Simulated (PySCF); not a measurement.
**Correlation energy of Sn⁺ (tin, charge +1)**

[Kr] 4d10 5s2 5p1, 2P determinant. All numbers are calculated (PySCF 2.14, a scalar-relativistic core potential, in cc-pVTZ-PP with ECP28MDF). Frozen: 4s2 4p6 4d10; 3 electrons correlated.

MP2 pair energies summed by pair of shells (mhartree):

```csv
pair,energy,share (%)
5s-5s,-18.20,56.6
5s-5p,-13.96,43.4
```

Total MP2 correlation energy: -32.15 mhartree.

Same-spin part -2.21 and opposite-spin part -29.95 mhartree; SCS-MP2 scales them by 1/3 and 6/5 to -36.67 mhartree.

```json
{"level": "CCSD", "correlation energy (mhartree)": "-44.05"}
{"level": "(T)", "correlation energy (mhartree)": "-0.66"}
{"level": "CCSD(T)", "correlation energy (mhartree)": "-44.71"}
```

Diagnostics: T1 = 0.010, D1 = 0.0239, largest double amplitude 0.093.

Cost of the coupled-cluster step: 0.31 s of wall time on 1 thread of Neoverse-V1 (shared host), for 3 correlated electrons.

Iterations:

```
CC2 = 0
CCSD nocc = (np.int64(2), np.int64(1)), nmo = (30, 30)
frozen orbitals [[0, 1, 2, 3, 4, 5, 6, 7, 8], [0, 1, 2, 3, 4, 5, 6, 7, 8]]
max_cycle = 100
direct = 0
conv_tol = 1e-08
conv_tol_normt = 1e-06
diis_space = 8
diis_start_cycle = 0
Init t2, MP2 energy = -0.0321540623720581
Init E_corr(UCCSD) = -0.0321540623721762
cycle = 1  E_corr(UCCSD) = -0.0399279607756494  dE = -0.0077738984  norm(t1,t2) = 0.0465264
cycle = 2  E_corr(UCCSD) = -0.0423951381887157  dE = -0.00246717741  norm(t1,t2) = 0.0191038
cycle = 3  E_corr(UCCSD) = -0.044059153566696  dE = -0.00166401538  norm(t1,t2) = 0.00864677
cycle = 4  E_corr(UCCSD) = -0.0440458466486219  dE = 1.33069181e-05  norm(t1,t2) = 0.00104995
cycle = 5  E_corr(UCCSD) = -0.0440557278399573  dE = -9.88119134e-06  norm(t1,t2) = 0.000132505
cycle = 6  E_corr(UCCSD) = -0.044053237412676  dE = 2.49042728e-06  norm(t1,t2) = 2.15954e-05
cycle = 7  E_corr(UCCSD) = -0.0440542963899561  dE = -1.05897728e-06  norm(t1,t2) = 5.23087e-06
cycle = 8  E_corr(UCCSD) = -0.0440539970491414  dE = 2.99340815e-07  norm(t1,t2) = 1.43479e-06
cycle = 9  E_corr(UCCSD) = -0.0440540352632601  dE = -3.82141187e-08  norm(t1,t2) = 2.54368e-07
cycle = 10  E_corr(UCCSD) = -0.0440540393164168  dE = -4.05315672e-09  norm(t1,t2) = 4.65283e-08
UCCSD converged
E(UCCSD) = -213.1323103166409  E_corr = -0.04405403931641681
UCCSD(T) correction = -0.000663914453582421
```
